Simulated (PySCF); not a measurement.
HO₃S, SMILES S(=O)(=[OH+])=O, charge +1. Geometry: PBE-D3(BJ)/def2-SVP. The isomer is the one that the SMILES or the coordinates give; other isomers of the formula were not compared.

TDA-PBE0/def2-SVPD in PySCF puts the lowest singlet excitations at 5.21, 5.70, 6.08, 6.32, 6.69, 6.74 eV.

**Question.** What are the lowest excitation roots from ADC(2)/aug-cc-pVDZ (PySCF 2.14.0)? (An estimate is asked for; the answer gives what the named calculation found.)

**Answer.** 5.29, 5.39, 5.92, 6.41, 6.55, 6.79 eV. S1 differs by 0.07 eV (second minus first; roots are paired by order, and the bases may differ).
